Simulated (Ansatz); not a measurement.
Molecule: C$_{4}$H$_{4}$N, net charge 0, doublet state. It need not be the lowest isomer of its formula. 
Structure (B3LYP-D3(BJ)/def2-TZVP (Ansatz, a quantum-chemistry and plane-wave program) minimum search):
```
C
C 1 1.3049
C 2 1.3377 1 159.55
N 3 1.1726 1 173.86 2 180.00
H 1 1.0896 2 118.60 3 -180.00
C 1 1.5045 5 116.18 2 180.00
H 6 1.0880 1 111.65 5 -180.00
H 6 1.0930 7 109.02 1 -121.62
H 6 1.0930 7 109.02 8 -116.75
```
Charge 0, spin multiplicity 2.

**Question.** Give the harmonic wavenumbers at B3LYP-D3(BJ)/def2-TZVP (Ansatz, finite differences of forces, unscaled).

**Answer.** 67, 150, 254, 404, 498, 561, 747, 795, 1013, 1053, 1085, 1326, 1399, 1478, 1482, 1816, 2100, 3030, 3080, 3092, 3135 cm⁻¹. Zero-point energy 40.8 kcal/mol.

**Question.** From these and the geometry, give the ideal-gas thermochemistry at 298.15 K and 1 atm (rigid rotor, harmonic oscillator).

**Answer.** Point group Cs, rotational symmetry number 1. Rotational constants 24.19, 2.543, 2.334 GHz. S(trans) 38.48, S(rot) 25.22, S(vib) 11.50, S(elec, spin only) 1.38, S 76.6 cal/(mol K). H(298) - H(0) 4.21 kcal/mol; G - E(el) 22.2 kcal/mol.
